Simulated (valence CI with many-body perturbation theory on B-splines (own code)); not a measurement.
# Questions on Ho⁶²⁺

Calculated by relativistic CI+MBPT: three valence electrons over a frozen Dirac-Fock core [He], radial functions for each j: 11 s, 11 p, 10 d, 8 f, 5 g, 2 h, with the one-electron correlation potential Σ1 (screened to all orders), the two-electron term Σ2, the three-electron term Σ3, Breit, model QED; selected single and double excitations, second order for the rest, scaled by the run's own slope (own B-spline code, finite nucleus).

No measured spectrum was set against this ion. As an estimate, large intervals hold to a few tenths of a per cent, small ones and those within an open d or f shell to about a per cent.

Levels are named by their leading jj configuration (3d3/2^4 stands for four electrons in 3d with j = 3/2), which in mixed levels can hold well under half, so a name can repeat and another be missing.

Rates and lifetimes use the calculated energies. Strong lines usually hold to 10 to 20 %, long lifetimes can be off by a factor of two.

Problem. What is the ground level?

Solution. (2s^2 2p1/2) J=1/2, composition 100 % 2s2 2p 2P°, g = 0.625.

Problem. What is the ionisation energy?

Solution. 14992 eV; NIST lists 14998 ± 15 eV (theoretical).

Problem. Among levels below 98618 × 10³ cm⁻¹, which E1 lines absorb most strongly from the ground level?

Solution. to (2s^2 3d3/2) J=3/2 at 0.1401 nm, f = 0.563; to (2s 2p1/2 3p1/2) J=3/2 at 0.1427 nm, f = 0.208; to (2s 2p1/2 3p3/2) J=3/2 at 0.1381 nm, f = 0.159.

Problem. How well does LS coupling describe the low levels?

Solution. Among the lowest 20 levels the leading LS term, summed over configurations, holds 76 % on average. For single configurations the figures are 76 % in LS and 99 % in jj coupling. Terms mix most in the J = 3/2 level at 11587 × 10³ cm⁻¹, where the leading one holds 48 %.

Problem. Where does the other parity begin?

Solution. At (2s 2p1/2^2) J=1/2, 1849.7 × 10³ cm⁻¹.
